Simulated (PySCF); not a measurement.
# Ionisation energy of Ti(2+) by level of theory

Ti(2+) [Ar] 3d2 (3F) → Ti(3+) [Ar] 3d1 (2D), as a difference of total energies. Computed with PySCF 2.14 in jorge-TZP-DKH (9s6p3d2f1g, 65 functions), with the spin-free X2C one-electron Hamiltonian (Gaussian nucleus). Correlated levels: valence and next inner shell: [Ne] frozen. The calculations carry no spin-orbit coupling.

```csv
method,ionisation energy (eV)
UHF,26.645
MP2 (valence and next inner shell),27.110
SCS-MP2 (valence and next inner shell),27.019
CCSD (valence and next inner shell),27.063
CCSD(T) (valence and next inner shell),27.071
```

Errors of the correlated levels include the incompleteness of this basis and the frozen core.

Question: Which method comes closest to the reference value, and which is furthest?

Answer: The reference is 27.492 eV (measured; NIST Atomic Spectra Database, ionization energies). Closest: MP2 (valence and next inner shell) (error -0.382 eV); furthest: UHF (error -0.847 eV).
